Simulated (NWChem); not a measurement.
System: CCl2, singlet; SMILES [C](Cl)Cl

Input file for NWChem:

```
start job
memory heap 200 mb stack 900 mb global 1100 mb
geometry units angstroms noautosym nocenter noautoz
  Cl     1.421669     0.000000    -0.169289
  C      0.000000     0.000000     0.846797
  Cl    -1.421669     0.000000    -0.169289
end
basis spherical
  * library def2-svpd
end
dft
  xc xpbe96 cpbe96
  iterations 150
end
property
  response 1 0.0
end
task dft property
```

Parts of the log:

```
             Northwest Computational Chemistry Package (NWChem) 7.3.0
             --------------------------------------------------------

                             Geometry "geometry" -> ""
                             -------------------------

 Output coordinates in angstroms (scale by  1.889725989 to convert to a.u.)

  No.       Tag          Charge          X              Y              Z
 ---- ---------------- ---------- -------------- -------------- --------------
    1 Cl                  17.0000     1.42166900     0.00000000    -0.16928900
    2 C                    6.0000     0.00000000     0.00000000     0.84679700
    3 Cl                  17.0000    -1.42166900     0.00000000    -0.16928900

 Effective nuclear repulsion energy (a.u.)     115.5632039596

  pbe96 is a nonlocal functional; adding pw91lda local functional.
                              NWChem Property Module
                              ----------------------

                                 NWChem DFT Module
                                 -----------------

 Summary of "ao basis" -> "ao basis" (spherical)
 ------------------------------------------------------------------------------
       Tag                 Description            Shells   Functions and Types
 ---------------- ------------------------------  ------  ---------------------
 Cl                        def2-svpd                11       27   5s4p2d
 C                         def2-svpd                 8       20   4s2p2d

            General Information
            -------------------
          SCF calculation type: DFT
          Wavefunction type:  closed shell.
          No. of atoms     :     3
          No. of electrons :    40
           Alpha electrons :    20
            Beta electrons :    20
          Charge           :     0
          Spin multiplicity:     1
          Use of symmetry is: off; symmetry adaption is: off
          Maximum number of iterations: 150
          AO basis - number of functions:    74
                     number of shells:    30
          Convergence on energy requested:  1.00D-06
          Convergence on density requested:  1.00D-05
          Convergence on gradient requested:  5.00D-04

              XC Information
              --------------
          PerdewBurkeErnzerhof Exchange Functional  1.000
            Perdew 1991 LDA Correlation Functional  1.000 local
           PerdewBurkeErnz. Correlation Functional  1.000 non-local

             Grid Information
             ----------------
          Grid used for XC integration:  medium
          Radial quadrature: Mura-Knowles
          Angular quadrature: Lebedev.
          Tag              B.-S. Rad. Rad. Pts. Rad. Cut. Ang. Pts.
          ---              ---------- --------- --------- ---------
          Cl                  1.00       88          12.0       590
          C                   0.70       49          10.0       434
          Grid pruning is: on
          Number of quadrature shells:   225
          Spatial weights used:  Erf1

      Superposition of Atomic Density Guess
      -------------------------------------

 Sum of atomic energies:        -956.28424397

      Non-variational initial energy
      ------------------------------

 Total energy =    -956.749763
 1-e energy   =   -1550.148011
 2-e energy   =     477.835044
 HOMO         =      -0.251496
 LUMO         =      -0.060623

   convergence    iter        energy       DeltaE   RMS-Dens  Diis-err
 ---------------- ----- ----------------- --------- --------- ---------
 d= 0,ls=0.0,diis     1   -957.5586977486 -1.07D+03  2.65D-02  8.67D-01
 d= 0,ls=0.0,diis     2   -956.7367136607  8.22D-01  2.10D-02  7.04D+00
 d= 0,ls=0.0,diis     3   -957.6643032852 -9.28D-01  3.92D-03  4.00D-02
 d= 0,ls=0.0,diis     4   -957.6678741179 -3.57D-03  1.43D-03  1.68D-02
 d= 0,ls=0.0,diis     5   -957.6701430616 -2.27D-03  1.72D-04  2.35D-04
  Resetting Diis
 d= 0,ls=0.0,diis     6   -957.6701773107 -3.42D-05  3.40D-05  8.55D-06
 d= 0,ls=0.0,diis     7   -957.6701785756 -1.26D-06  1.16D-05  2.45D-07
 d= 0,ls=0.0,diis     8   -957.6701785565  1.90D-08  7.38D-06  3.69D-07

         Total DFT energy =     -957.670178556540
      One electron energy =    -1549.920764061959
           Coulomb energy =      537.984574394443
    Exchange-Corr. energy =      -61.297192848651
 Nuclear repulsion energy =      115.563203959626

 Numeric. integr. density =       39.999999718275

                       DFT Final Molecular Orbital Analysis
                       ------------------------------------

 Vector   18  Occ=2.000000D+00  E=-3.274710D-01
              MO Center= -1.4D-07, -1.0D-08, -1.5D-01, r^2= 3.2D+00
   Bfn.  Coefficient  Atom+Function         Bfn.  Coefficient  Atom+Function
  ----- ------------  ---------------      ----- ------------  ---------------
    13      0.444157  1 Cl py                60     -0.444157  3 Cl py
    10      0.358693  1 Cl py                57     -0.358693  3 Cl py
     7      0.204442  1 Cl py                54     -0.204442  3 Cl py
    16      0.060274  1 Cl py                63     -0.060274  3 Cl py

 Vector   19  Occ=2.000000D+00  E=-3.013820D-01
              MO Center= -9.1D-08,  2.8D-09, -1.3D-01, r^2= 3.3D+00
   Bfn.  Coefficient  Atom+Function         Bfn.  Coefficient  Atom+Function
  ----- ------------  ---------------      ----- ------------  ---------------
    12      0.356592  1 Cl px                59      0.356592  3 Cl px
    14      0.288968  1 Cl pz                61     -0.288968  3 Cl pz
     9      0.278721  1 Cl px                56      0.278721  3 Cl px
    11      0.242493  1 Cl pz                58     -0.242493  3 Cl pz
     6      0.158007  1 Cl px                53      0.158007  3 Cl px

 Vector   20  Occ=2.000000D+00  E=-2.371720D-01
              MO Center= -2.7D-08,  1.3D-09,  6.2D-01, r^2= 2.6D+00
   Bfn.  Coefficient  Atom+Function         Bfn.  Coefficient  Atom+Function
  ----- ------------  ---------------      ----- ------------  ---------------
    34      0.381191  2 C  pz                29      0.374255  2 C  s
    14     -0.328445  1 Cl pz                30      0.328965  2 C  s
    61     -0.328445  3 Cl pz                11     -0.247118  1 Cl pz
    58     -0.247118  3 Cl pz                31      0.235649  2 C  s
    37      0.165122  2 C  pz                28     -0.157152  2 C  s

 Vector   21  Occ=0.000000D+00  E=-1.706657D-01
              MO Center= -2.1D-08,  2.0D-08,  4.8D-01, r^2= 2.2D+00
   Bfn.  Coefficient  Atom+Function         Bfn.  Coefficient  Atom+Function
  ----- ------------  ---------------      ----- ------------  ---------------
    33      0.602492  2 C  py                36      0.408763  2 C  py
    13     -0.291412  1 Cl py                60     -0.291412  3 Cl py
    10     -0.204924  1 Cl py                57     -0.204924  3 Cl py
     7     -0.113370  1 Cl py                54     -0.113370  3 Cl py
    18     -0.049962  1 Cl d -2              65      0.049962  3 Cl d -2

 Vector   22  Occ=0.000000D+00  E=-5.453815D-02
              MO Center= -3.7D-07,  2.7D-08,  4.7D-02, r^2= 4.1D+00
   Bfn.  Coefficient  Atom+Function         Bfn.  Coefficient  Atom+Function
  ----- ------------  ---------------      ----- ------------  ---------------
    30      0.562020  2 C  s                 34     -0.468473  2 C  pz
    37     -0.440323  2 C  pz                12      0.398126  1 Cl px
    59     -0.398126  3 Cl px                29      0.384570  2 C  s
     4     -0.281184  1 Cl s                 51     -0.281184  3 Cl s
    15      0.232132  1 Cl px                62     -0.232132  3 Cl px

 Vector   23  Occ=0.000000D+00  E=-1.072048D-02
              MO Center= -6.3D-07,  1.5D-07, -1.2D-01, r^2= 5.8D+00
   Bfn.  Coefficient  Atom+Function         Bfn.  Coefficient  Atom+Function
  ----- ------------  ---------------      ----- ------------  ---------------
    32      0.553184  2 C  px                35      0.445172  2 C  px
    15      0.399731  1 Cl px                62      0.399731  3 Cl px
     4     -0.338186  1 Cl s                 51      0.338186  3 Cl s
    14     -0.236727  1 Cl pz                61      0.236727  3 Cl pz
     3     -0.213708  1 Cl s                 50      0.213708  3 Cl s

     Multipole analysis of the density
     ---------------------------------

     L   x y z        total         alpha         beta         nuclear
     -   - - -        -----         -----         ----         -------
     0   0 0 0     -0.000000    -20.000000    -20.000000     40.000000

     1   1 0 0     -0.000000     -0.000000     -0.000000      0.000000
     1   0 1 0     -0.000000     -0.000000     -0.000000      0.000000
     1   0 0 1     -0.426218      0.424715      0.424715     -1.275648

     2   2 0 0    -21.617792   -133.508619   -133.508619    245.399445
     2   1 1 0     -0.000000     -0.000000     -0.000000      0.000000
     2   1 0 1     -0.000000     -0.000000     -0.000000      0.000000
     2   0 2 0    -22.590559    -11.295279    -11.295279      0.000000
     2   0 1 1      0.000000      0.000000      0.000000      0.000000
     2   0 0 2    -24.921660    -21.882706    -21.882706     18.843753

 *** CALLING NEW AORESP DRIVER FOR CLOSED AND OPEN SHELLS ***
 Entering AOResponse driver routine

--------------------------------------------------------------------------------

          -----------------------------------------------
          Solving response equations for perturbing field
          -----------------------------------------------

 number of frequencies:     1
 frequency in a.u.:  0.0000000E+00
 Perturbing field: electric
 Using El. Dipole Length Gauge

 Setting up CPKS with frequency omega =      0.00000000 a.u.

 STATIC response

                                NWChem CPHF Module
                                ------------------

  scftype          =     RHF
  nclosed          =       20
  nopen            =        0
  variables        =     1080
  # of vectors     =        3
  tolerance        = 0.10D-03
  level shift      = 0.00D+00
  max iterations   =       50
  max subspace     =       30

 SCF residual:    4.8001408518785608E-004

Iterative solution of linear equations
  No. of variables     1080
  No. of equations        3
  Maximum subspace       30
        Iterations       50
       Convergence  1.0D-04

   iter   nsub   residual    time
   ----  ------  --------  ---------
     1      3    1.27D+01       7.3
     2      6    4.32D+00       8.7
     3      9    6.70D-01      10.2
     4     12    5.91D-02      11.6
     5     15    2.14D-02      13.1
     6     18    2.18D-03      14.6
     7     21    3.03D-04      16.1
     8     24    2.95D-05      17.6

 Electric Dipole Response Matrix (nonzero elements):

              1        2        3
    1   64.4018   0.0000   0.0000
    2    0.0000  31.5666  -0.0000
    3    0.0000  -0.0000  39.7900

 ------------------------------------------
 average:        45.25277 + I       0.00000

 DFT Linear Response polarizability / au
 Frequency  =       0.0000000 / au
              X              Y              Z
 -----------------------------------------------
 X      64.4018015      0.0000012      0.0000020
 Y       0.0000012     31.5665576     -0.0000015
 Z       0.0000020     -0.0000015     39.7899509
 -----------------------------------------------
 Eigenvalues =      64.4018015     31.5665576     39.7899509
 Isotropic   =      45.2527700
 Anisotropic =      29.5932478
 -----------------------------------------------

 Magnetic Dipole Response Matrix (nonzero elements):

 Exiting AOResponse driver routine
```

Level: PBE/def2-SVPD. Low-valent species are run as closed-shell singlets; no triplet was tried in these runs. The geometry was optimised at PBE-D3(BJ)/def2-SVP.
